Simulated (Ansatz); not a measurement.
Total energies of PbSe2 (the lowest singlet isomer of a short search) from Ansatz at PBE-D4/def2-TZVP, gas phase (1 Eh = 27.2114 eV = 2625.5 kJ/mol). The reference geometry is relaxed at r2SCAN-D4/def2-TZVP.

Cartesian coordinates in Å:
```
Pb 1.486 -0.027 0.429
Se -0.852 -1.161 0.091
Se -0.633 1.189 -0.519
```

| state | geometry | energy (Eh) |
| --- | --- | --- |
| charge 0 singlet | reference | -4995.39403 |
| charge 1 doublet | reference | -4995.12178 |
| charge 1 doublet | relaxed at r2SCAN-D4/def2-TZVP | -4995.12930 |
| charge 0 triplet | relaxed at r2SCAN-D4/def2-TZVP | -4995.35746 |
| charge 0 quintet | relaxed at r2SCAN-D4/def2-TZVP | -4995.26130 |
| free Pb atom (triplet) | – | -192.86486 |
| free Se atom (triplet) | – | -2401.12489 |

In the def2 sets Pb takes a core potential; there is no spin–orbit coupling.

Question: Work out the vertical ionisation energy to the doublet.

Answer: E(charge 1 doublet) − E(charge 0 singlet) = -4995.12178 − (-4995.39403) = 0.27225 Eh = 7.41 eV. For comparison, −ε of the highest occupied level is 4.64 eV at this level, 2.77 eV less.

Question: How much does the charge 1 doublet relax, and what is the adiabatic ionisation energy?

Answer: Relaxation: -4995.12178 − (-4995.12930) = 0.00752 Eh = 0.20 eV. Adiabatic ionisation energy: 0.26473 Eh = 7.20 eV, without zero-point energy. 

Question: Which of the charge 0 states is lowest, and how far above it are the others?

Answer: The singlet. triplet: -4995.35746 − (-4995.39403) = 0.03657 Eh = 96.0 kJ/mol; quintet: -4995.26130 − (-4995.39403) = 0.13273 Eh = 348.5 kJ/mol.

Question: What is the binding energy per atom against free atoms?

Answer: Atoms: 1 × (-192.86486) + 2 × (-2401.12489) = -4995.11464 Eh. Binding: -4995.11464 − (-4995.39403) = 0.27939 Eh = 7.60 eV, or 2.53 eV for each of 3 atoms (no zero-point energy, no counterpoise term).

The structure comes from a short search, and lower isomers may exist.
